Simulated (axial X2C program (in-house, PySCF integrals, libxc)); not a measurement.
SbN: properties at the nuclei

Computed with an in-house all-electron X2C program for linear molecules (integrals from PySCF): two-component X2C with atomic mean-field Coulomb and Gaunt terms, Gaussian nuclei, basis Sb dyall-cv3z, N dyall-av3z with contracted cores.

R = 1.808 Å (near the PBE0 minimum at charge 0 of the determinant lowest at the starting distance; the state shown can have its own minimum elsewhere).

Determinant lowest in the PBE0 search, Ω = 0 (closed shell), highest spinor 62% N p, 32% Sb p, 2% N d:

```csv
level,qzz Sb (a.u.),qzz N (a.u.),μ (D)
PBE0,-6.14,-0.88,-3.83
HF,-5.87,-1.17,-3.94
TPSSh,-5.79,-0.88,-3.65
BP86,-5.75,-0.83,-3.53
r2SCAN,-5.88,-0.88,-3.63
```

qzz is the electric field gradient, eQq0 = 234.96 MHz × Q/barn × qzz; μ is positive if the N end (last atom) is positive. The operators were transformed with the bare-nucleus X2C matrices; with these basis sets, hyperfine constants and field gradients can be off by tens of per cent, and where levels differ in sign neither size nor sign is settled.

With Q(121Sb) = -0.543 barn, Q(14N) = 0.02044 barn (Q from Pyykkö, Mol. Phys. 2018), turn the PBE0 values of the first state into constants in MHz.

eQq0(121Sb) = 234.96 × (-0.543) × (-6.14) = 783 MHz; eQq0(14N) = 234.96 × (0.02044) × (-0.88) = -4.23 MHz.

Each state is one determinant with collinear spin. The search compared states at one distance, so a state with another bond length can lie lower. Further determinants of the search, some of them spin-mixed, are not shown.
